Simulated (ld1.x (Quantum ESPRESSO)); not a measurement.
# Transferability test, TM potential for aluminium (Al)

Al (Z = 13), norm-conserving Troullier–Martins (Kleinman–Bylander form), made with ld1.x (Quantum ESPRESSO) 7.5 (PBEsol, non-relativistic). Core [Ne], reference 3s2 3p1. Waves: 3s (bound): rc 1.80 bohr; 3p (bound): rc 2.00 bohr; 3d channel at 0.05 Ry: rc 2.10 bohr. Local part: all-electron potential smoothed inside 2.05 bohr (lloc = -2). Core correction: none.

Energies are relative to the spin-unpolarised reference configuration 3s2 3p1; without spin polarisation the order of configurations can differ from experiment.

| valence configuration | charge | ΔE all-electron (eV) | error AE − PS (meV) |
| --- | --- | --- | --- |
| 3s1 3p0 | +2 | 24.883 | +19 |
| 3s2 3p0.5 | +0.5 | 2.078 | -0.1 |
| 3s0 3p3 | 0 | 10.338 | +18 |
| 3s2 3p1.3 | -0.3 | -0.570 | 0.0 |
| 3s1 3p1 | +1 | 11.499 | +9.2 |

(1) What are ΔE and the potential's error for 3s2 3p0?

(2) What are ΔE and the potential's error for 3s1 3p2?

Levels in the configuration 3s1 3p2:

```
level  all-electron (eV)  pseudo (eV)
   3s             -8.500       -8.489
   3p             -3.327       -3.324
```

## Answers

(1) ΔE = 5.746 eV all-electron; the error (AE − PS) is -0.9 meV.

(2) ΔE = 5.087 eV all-electron; the error (AE − PS) is +4.1 meV.

ld1.x printed “convergence not achieved” for 6 of the counted tests; their residual had stalled under 1e-8, short of the target of 1e-14.
